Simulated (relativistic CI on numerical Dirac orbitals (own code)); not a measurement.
## Rh6+ (4d3) in a crystal field

Calculated by Dirac-Coulomb-Breit CI, KLI orbitals optimised for each configuration, a model potential for QED, valence Slater integrals scaled by 0.85, one configuration in a parametric crystal field (own radial code).

Field parameters in Wybourne normalisation: Oh B⁴₀ = 21Dq, B⁴₄ = √(5/14) B⁴₀. The field is a parameter set, without covalency.

S is read from ⟨S²⟩ = S(S + 1).

Site symmetry Oh; labels are those of the double group. Computed levels in cm⁻¹ above the lowest, in rising order:

```csv
Δ (size of 10Dq),Lowest,No. 2,No. 3,No. 4,No. 5,No. 6,No. 7,No. 8
8500,Γ8,8077 Γ8,8332 Γ7,9149 Γ8,9538 Γ6,13692 Γ7,14231 Γ8,14944 Γ8
15350,Γ8,14184 Γ8,14937 Γ7,15540 Γ8,15810 Γ6,17692 Γ8,19095 Γ8,19510 Γ6
22150,Γ8,17176 Γ8,18251 Γ8,18916 Γ6,21596 Γ7,22022 Γ8,23320 Γ6,23350 Γ8
28950,Γ8,17855 Γ8,18549 Γ8,19244 Γ6,27640 Γ8,27846 Γ7,29439 Γ7,29656 Γ8
35800,Γ8,18146 Γ8,18728 Γ8,19360 Γ6,29148 Γ8,29483 Γ7,35356 Γ7,35879 Γ8
42600,Γ8,18327 Γ8,18847 Γ8,19422 Γ6,29762 Γ8,30024 Γ7,42077 Γ7,42549 Γ8
```

Ground-state S against |10Dq| in cm⁻¹: 8500: 1.49, 15350: 1.49, 22150: 1.49, 28950: 1.49, 35800: 1.50, 42600: 1.50.

No abrupt spin change occurs in this range.
